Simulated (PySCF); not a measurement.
A database entry of computed molecular properties.

```json
{
 "formula": "C6H5F3",
 "smiles": "FC(F)=C(F)[C@@H]1[C@@H]2C[C@@H]21",
 "inchi": "InChI=1S/C6H5F3/c7-5(6(8)9)4-2-1-3(2)4/h2-4H,1H2/t2-,3+,4-",
 "charge": 0,
 "multiplicity": 1,
 "geometry_level": "GFN2-xTB",
 "atoms_angstrom": [
  ["F", 2.039, 1.737, -0.648],
  ["C", 1.478, 0.834, -1.446],
  ["F", 1.735, 1.106, -2.717],
  ["C", 0.774, -0.19, -0.981],
  ["F", 0.241, -1.061, -1.863],
  ["C", 0.546, -0.467, 0.464],
  ["C", -0.751, -1.048, 0.935],
  ["C", -1.631, 0.063, 0.452],
  ["C", -0.416, 0.355, 1.274],
  ["H", 1.449, -0.797, 0.973],
  ["H", -0.958, -1.939, 1.486],
  ["H", -1.644, 0.32, -0.599],
  ["H", -2.594, 0.176, 0.932],
  ["H", -0.269, 0.911, 2.174]
 ],
 "electronic_structure_code": "PySCF",
 "results": {
  "GFN2-xTB geometry": {
   "point_group": "C1",
   "rotational_constants_GHz": [3.029, 1.18, 0.975]
  },
  "CAM-B3LYP/def2-SVPD ground state and vertical TDDFT (core frozen in the response)": {
   "dipole_D": 2.78,
   "homo_eV": -8.68,
   "lumo_eV": 1.19,
   "S1_eV": 6.53,
   "strongest_line_of_8_singlets_eV": 7.54,
   "T1_tda_eV": 4.41,
   "polarisability_au": 66.9,
   "r2_bohr2_about_centre_of_nuclear_charge": 1152.1,
   "singlets_eV_and_f": [
    [6.53, 0.005],
    [7.05, 0.015],
    [7.29, 0.093],
    [7.54, 0.163],
    [7.69, 0.016],
    [7.96, 0.077],
    [8.02, 0.016],
    [8.21, 0.046]
   ],
   "triplets_tda_eV": [4.41, 6.12, 6.74]
  }
 }
}
```

No computed singlet falls in the visible range (750 to 380 nm, 1.65 to 3.26 eV); S1 lies 3.27 eV above its blue end. With B = h/(8π²I), that is 505.379 GHz u Å² over I, the principal moments of inertia are 166.8, 428.2 and 518.4 u Å² (most abundant isotopes).

Isolated species at its GFN2-xTB geometry (one conformer only).

Shape of the structure used: `[F:1][C:2]([F:3])=[C:4]([F:5])[C@@H:6]1[C@@H:7]2[CH2:8][C@H:9]12`: C2–C4–C6–C7 145°.
